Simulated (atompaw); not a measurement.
Varying the PAW (atompaw) potential for P

Base potential:

phosphorus (P), PAW, made with atompaw 4.2.0.5 (LDA (PW92), scalar-relativistic). Core [Ne], reference 3s2 3p3. Waves: 3s (bound): rc 1.75 bohr; 3s channel at 0.05 Ry: rc 1.75 bohr; 3p (bound): rc 1.95 bohr; 3p channel at 1.3 Ry: rc 1.95 bohr. Local part: vpsmatchnc scheme with l = 2 at 1 Ry, radius 1.85 bohr. Core correction: smooth core density matched at 1.60 bohr. Augmentation charge: sinc compensation charge, radius 1.85 bohr; PAW radius 1.95 bohr; waves and projectors: custom rrkj vanderbiltortho.

Cutoffs, loose and tight: the cutoffs (Ry, on a coarse ladder) from which the occupation-weighted sum of valence levels, in a spherical-Bessel basis at the reference potential, stays within 10 and 1 mRy of its value at 400 Ry. They see the waves, projectors and local potential, not the compensation charge or the core. A dash means not determined.

```tsv
change	outcome	cutoff, loose	cutoff, tight	bound ghosts
base	generated	12 Ry	21 Ry	none
reference 3s2 3p2.5	generated	12 Ry	21 Ry	none
core correction smooth core density matched at 1.06 bohr	generated	12 Ry	21 Ry	none
wave 3p channel at 1.3 Ry: rc 1.95 bohr becomes 3p channel at 1.3 Ry: rc 1.76 bohr	generated	12 Ry	21 Ry	none
augmentation gaussian compensation charge, radius 1.85 bohr; PAW radius 1.95 bohr; waves and projectors: custom rrkj vanderbiltortho	generated, no UPF (negative core plus compensation charge)	12 Ry	21 Ry	none
augmentation sinc compensation charge, radius 1.85 bohr; PAW radius 1.95 bohr; waves and projectors: custom rrkj gramschmidtortho	generated	12 Ry	21 Ry	none
wave 3p (bound): rc 1.95 bohr becomes 3p (bound): rc 1.22 bohr	generated	25 Ry	40 Ry	none
augmentation sinc compensation charge, radius 1.16 bohr; PAW radius 1.95 bohr; waves and projectors: custom rrkj vanderbiltortho	generated, no UPF (negative core plus compensation charge)	12 Ry	21 Ry	none
local potential troulliermartins scheme with l = 2 at 1 Ry, radius 1.85 bohr	generated	15 Ry	21 Ry	none
wave 3s channel at 0.05 Ry: rc 1.75 bohr becomes 3s channel at -0.67 Ry: rc 1.75 bohr	generated	12 Ry	21 Ry	none
```

**Question.** What comes out with this change to the base: local potential vpsmatchnc scheme with l = 2 at 1 Ry, radius 1.60 bohr?

**Answer.** outcome: generated; cutoff, loose: 12 Ry; cutoff, tight: 18 Ry; bound ghosts: none.

**Question.** What comes out with this change to the base: all radii scaled by about 0.88 (s 1.54, p 1.72 bohr); local potential vpsmatchnc scheme with l = 2 at 1 Ry, radius 1.62 bohr; augmentation sinc compensation charge, radius 1.62 bohr; PAW radius 1.72 bohr; waves and projectors: custom rrkj vanderbiltortho; core correction smooth core density matched at 1.40 bohr?

**Answer.** outcome: generated; cutoff, loose: 15 Ry; cutoff, tight: 25 Ry; bound ghosts: none.
